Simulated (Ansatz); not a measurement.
The cluster CoBr₂ was relaxed with r2SCAN-D4 (def2-TZVP) in Ansatz in these states: neutral quartet, neutral sextet. The geometries follow in no particular order.

A:

Cartesian coordinates in Å:
```
Co 0.0004 -0.0014 0.0011
Br -1.3364 0.9037 1.5224
Br 1.3361 -0.9022 -1.5235
```

B:

```tsv
atom	x (Å)	y (Å)	z (Å)
Co1	0.251	0.720	-0.591
Br2	1.593	-0.821	0.463
Br3	-1.844	0.101	0.128
```

Question: Judge from the bond lengths which geometry belongs to which state (an estimate).

Answer: A is the neutral quartet (Co1–Br3 2.218 Å, Co1–Br2 2.218 Å); B is the neutral sextet (Co1–Br3 2.299 Å, Co1–Br2 2.299 Å).

At PBE0-D4/def2-TZVP a quartet lies 3.73 eV below the neutral sextet. These are the stationary points nearest to one start from a short search; other shapes may lie lower in each state.
